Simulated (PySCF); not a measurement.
## `C1=[CH][GeH2][CH]=C1`, C4H6Ge

Molfile (atoms numbered from 1):
```
C4H6Ge
     RDKit          3D

 11 11  0  0  0  0  0  0  0  0999 V2000
   -0.9000    0.7147   -0.4217 C   0  0  0  0  0  0  0  0  0  0  0  0
    0.3211    1.2778   -0.3326 C   0  0  0  0  0  0  0  0  0  0  0  0
    1.5411   -0.0969    0.3037 Ge  0  0  0  0  0  4  0  0  0  0  0  0
    0.0681   -1.3656    0.3614 C   0  0  0  0  0  0  0  0  0  0  0  0
   -1.0365   -0.7106   -0.0477 C   0  0  0  0  0  0  0  0  0  0  0  0
   -1.7859    1.2659   -0.7573 H   0  0  0  0  0  0  0  0  0  0  0  0
    0.5131    2.3215   -0.5879 H   0  0  0  0  0  0  0  0  0  0  0  0
    2.1728    0.2032    1.6753 H   0  0  0  0  0  0  0  0  0  0  0  0
    2.6555   -0.4662   -0.6922 H   0  0  0  0  0  0  0  0  0  0  0  0
    0.0591   -2.4165    0.6560 H   0  0  0  0  0  0  0  0  0  0  0  0
   -2.0210   -1.1877   -0.1133 H   0  0  0  0  0  0  0  0  0  0  0  0
  1  2  2  0
  2  3  1  0
  3  4  1  0
  4  5  2  0
  5  1  1  0
  1  6  1  0
  2  7  1  0
  3  8  1  0
  3  9  1  0
  4 10  1  0
  5 11  1  0
M  END
```

Method: GIAO B3LYP/Sadlej pVTZ magnetisability, rotational g tensor and spin-rotation constants, non-relativistic, gas phase (PySCF). Geometry: PBE0-D3(BJ)/def2-SVP.

The calculation is non-relativistic, which matters for the atoms heavier than Zn.

Question: How diamagnetic is it, and how anisotropic?

Answer: Isotropic -985 × 10⁻³⁰ J/T², or -59.3 × 10⁻⁶ cm³/mol; principal values -1206, -878, -872 × 10⁻³⁰ J/T², anisotropy 331 × 10⁻³⁰ J/T² (root of half the summed squared differences of the principal values). The susceptibility is in cgs units.

Question: Split it along the inertial axes a, b, c into diamagnetic and paramagnetic parts about the centre of mass, with the quadrupole moment.

Answer: 
| axis | χ (10⁻⁶ cm³/mol) | diamagnetic (10⁻⁶ cm³/mol) | paramagnetic (10⁻⁶ cm³/mol) | summed x² of all electrons (Å²) | quadrupole Θ (D Å) |
| --- | --- | --- | --- | --- | --- |
| a | -52.9 | -278.1 | 225.3 | 91.5 | +2.65 |
| b | -52.5 | -441.6 | 389.1 | 52.9 | +2.56 |
| c | -72.6 | -612.6 | 540.0 | 12.6 | -5.20 |

Anisotropies 2χaa − χbb − χcc = +19.4 and 2χbb − χaa − χcc = +20.4 × 10⁻⁶ cm³/mol. Θ is traceless in Buckingham's convention.

Question: And the rotational g tensor?

Answer: 
```
axis  rotational constant (GHz)        g  nuclear part  electronic part
   a                     6.5655  -0.0712        0.6237          -0.6949
   b                     3.2652  -0.0359        0.5610          -0.5969
   c                     2.2420  +0.0014        0.5701          -0.5687
```
Asymmetric top; isotopes 12C, 74Ge, 1H; no vibrational averaging.
